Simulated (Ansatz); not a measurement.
Ansatz results at the PBE0-D4/def2-TZVP geometry: HOMO energy (PBE/def2-TZVPP) -5.88 eV; size of the dipole moment (B3LYP/def2-TZVPP) 0.51 D; HOMO–LUMO gap (ωB97M-V/def2-TZVPP) 11.13 eV.

Each molecule was computed in one conformer, which needn't be the lowest.

(1) Which molecule gave them?
A. `C=C=C[CH2][GeH3]`
B. `C=[C]1[CH2][GeH]1[CH3]`
C. `N=C(F)S[SiH2]N`
D. `[CH3][GeH2][C]1=CC1`

## Answers

(1) A. The others give `N=C(F)S[SiH2]N`: -6.21, 2.46, 11.09; `[CH3][GeH2][C]1=CC1`: -5.95, 1.00, 10.94; `C=[C]1[CH2][GeH]1[CH3]`: -5.48, 1.08, 10.58.

B3LYP here is the variant with VWN-RPA as its local correlation; programs differ in this.
